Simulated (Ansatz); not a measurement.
Reaction (silylene formation by 1,1-elimination): `[SiH3][CH2][SnH2][Cl]` → `[CH3][SnH2][Cl]` + `[SiH2]`

Isolated molecules relaxed with PBE0-D4/def2-TZVP in Ansatz; ΔE leaves out vibrations. CBS: MP2 limit from def2 TZ/QZ plus the TZ coupled-cluster correction, frozen cores. This one scheme is used for every species. Functionals use def2-TZVPP. Elements past krypton have def2 core potentials. For Sn outer-core shells are correlated without core-valence functions, which leaves a few kJ/mol of doubt a bond. One conformer a species, not always the lowest.

`[SiH3][CH2][SnH2][Cl]`:

Z-matrix (Å, degrees):
```
Si
C 1 1.871
H 1 1.484 2 110.5
H 1 1.488 2 110.6 3 120.8
H 1 1.488 2 109.5 3 -119.8
Sn 2 2.134 1 114.5 3 62.3
H 2 1.094 1 110.0 3 -177.3
H 2 1.093 1 110.6 3 -58.4
Cl 6 2.339 2 105.8 1 -61.2
H 6 1.704 2 113.0 1 54.3
H 6 1.705 2 113.0 1 -176.3
```

`[CH3][SnH2][Cl]`:

Z-matrix (Å, degrees):
```
C
Sn 1 2.127
H 1 1.091 2 110.1
H 1 1.089 2 109.2 3 -120.2
H 1 1.089 2 109.3 3 120.2
Cl 2 2.342 1 105.7 3 179.3
H 2 1.705 1 113.6 3 64.1
H 2 1.705 1 113.7 3 -65.4
```

`[SiH2]`:

```xyz
3

Si   -0.372    0.086   -0.600
H     1.083   -0.243   -0.285
H    -0.711    0.158    0.885
```

CCSD(T)/CBS gives +239.8 kJ/mol.

**Question.** Another level gave +233.1 kJ/mol. Which?
A. CCSD/def2-TZVPP
B. r2SCAN/def2-TZVPP
C. ωB97M-V/def2-TZVPP
D. HF/def2-TZVPP

**Answer.** C. ωB97M-V 233.1, HF/def2-TZVPP 214.2, CCSD/def2-TZVPP 227.2, r2SCAN 253.4 kJ/mol.

Largest T1 diagnostic among the species: 0.014.

From PBE to PBE0 (25 % exact exchange), in def2-TZVPP and without D4, ΔE moves by +10.0 kJ/mol. The D4 term adds +16.3 kJ/mol with B3LYP and +9.0 kJ/mol with PBE0; it sums over pairs of atoms, weighted by their polarisabilities, and B3LYP, whose exchange is more repulsive, gets the larger term.

B3LYP here is the variant with VWN-RPA as its local correlation; programs differ in this.
